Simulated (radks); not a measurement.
Neutral lithium inside a hard spherical wall (all orbitals vanish at R), configuration held at [He] 2s1 and not refilled when levels cross. Calculated with a radial shooting solver on a logarithmic mesh with Libxc functionals: scalar-relativistic Kohn-Sham, r2SCAN, spin-polarised, spherical densities, finite nucleus; open shells are filled with parallel spins first; meta-GGA in the generalised Kohn-Sham scheme; Fermi nuclear charge, rms radius 2.444 fm. Eigenvalues in eV for spin up, with the zero of energy where the potential of the charges vanishes at infinity; a dash marks a level that is unbound or too diffuse for the functional's potential to be trusted. A positive occupied level is held by the wall or, in an anion where self-interaction has pushed it up, behind a barrier. The pressure on the wall is -dE/dV.

[
 {"R (bohr)": "free", "E (hartree)": "-7.48070", "kinetic (hartree)": "7.442", "e(1s)": "-53.287", "e(2s)": "-3.265", "e(2p, empty)": "-", "e(3s, empty)": "-", "pressure (GPa)": "0"},
 {"R (bohr)": "20", "E (hartree)": "-7.48070", "kinetic (hartree)": "7.442", "e(1s)": "-53.287", "e(2s)": "-3.265", "e(2p, empty)": "-", "e(3s, empty)": "-", "pressure (GPa)": "< 0.0001"},
 {"R (bohr)": "15", "E (hartree)": "-7.48069", "kinetic (hartree)": "7.442", "e(1s)": "-53.285", "e(2s)": "-3.264", "e(2p, empty)": "-", "e(3s, empty)": "-", "pressure (GPa)": "0.000101"},
 {"R (bohr)": "7", "E (hartree)": "-7.46516", "kinetic (hartree)": "7.519", "e(1s)": "-52.288", "e(2s)": "-2.528", "e(2p, empty)": "-", "e(3s, empty)": "-", "pressure (GPa)": "0.632"},
 {"R (bohr)": "5", "E (hartree)": "-7.39424", "kinetic (hartree)": "7.735", "e(1s)": "-50.335", "e(2s)": "-0.045", "e(2p, empty)": "-", "e(3s, empty)": "-", "pressure (GPa)": "7.16"},
 {"R (bohr)": "4", "E (hartree)": "-7.26416", "kinetic (hartree)": "8.054", "e(1s)": "-48.308", "e(2s)": "4.059", "e(2p, empty)": "6.894", "e(3s, empty)": "41.911", "pressure (GPa)": "30.5"},
 {"R (bohr)": "1.5", "E (hartree)": "-2.31628", "kinetic (hartree)": "16.942", "e(1s)": "-21.444", "e(2s)": "137.71", "e(2p, empty)": "91.370", "e(3s, empty)": "433.13", "pressure (GPa)": "10200"}
]
